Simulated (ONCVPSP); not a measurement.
**Varying the ONCV potential for Pb (Z = 82)**

Base potential:

ONCVPSP 4.0.1 input, shortened (lines: element, Z, core and valence counts, functional; n l f; lmax; l rc ep ncon nbas qcut; lloc lpopt rc5 dvloc0; l nproj debl; icmod fcfact rcfact), PBEsol, scalar-relativistic:

```
  Pb 82.00   12    3  -116133      upf
    1    0    2.00
    2    0    2.00
    2    1    6.00
    3    0    2.00
    3    1    6.00
    3    2   10.00
    4    0    2.00
    4    1    6.00
    4    2   10.00
    4    3   14.00
    5    0    2.00
    5    1    6.00
    5    2   10.00
    6    0    2.00
    6    1    2.00
    2
    0    1.60    0.00    3    6    3.80
    1    2.55    0.00    4    7    2.90
    2    1.30    0.00    3    7    7.70
    4    5    1.15    3.00
    0    3    2.90
    1    2    0.70
    2    3    0.30
    0    0.00    0.00
```

In the d channel the program set the typed energies aside and used -0.778, 0.250, 0.550 Ha.

Cutoffs, loose and tight: the cutoffs (Ha) at which the residual kinetic energy of the hardest occupied pseudo-wave falls to 1 and 0.1 mHa per electron. They do not see the model core or the augmentation charge, which bear on the density cutoff. Test errors are all-electron minus pseudo excitation energies from the reference, over the configurations 5d10 6s2 6p1; 5d10 6s2 6p0; 5d10 6s1 6p0; 5d10 6s0 6p4. A dash means not determined; rows that change the core or the reference have their own tests.

A true bound ghost makes a file unfit for plane-wave use even where its test errors are small: the radial tests pick states by their node count and pass the ghost by.

```tsv
change	outcome	cutoff, loose	cutoff, tight	bound ghosts	GHOST(+) flags above zero	largest test error (meV)
base	generated, projector energies reset by the program	35 Ha	46 Ha	s, p	s	-34
p: qcut 1.7	generated, projector energies reset by the program	35 Ha	46 Ha	s, p	s	-37
p: qcut 2.2	generated, projector energies reset by the program	35 Ha	46 Ha	s, p	s	-37
p: qcut 2.6	generated, projector energies reset by the program	35 Ha	46 Ha	s, p	s	-35
p: qcut 3.5	generated, projector energies reset by the program	35 Ha	46 Ha	s, p	s	-30
p: qcut 3.9	generated, projector energies reset by the program	35 Ha	46 Ha	s, p	s	-28
p: qcut 4.3	generated, projector energies reset by the program	35 Ha	46 Ha	s, p	s	-27
```

Reading the sweep of the qcut of the p channel (base included, trends over the rows without a ghost): Bound ghosts are found at 1.7, 2.2, 2.6, 2.9, 3.5, 3.9, 4.3 1/bohr. Every judged row has one, so this setting neither creates nor removes them.
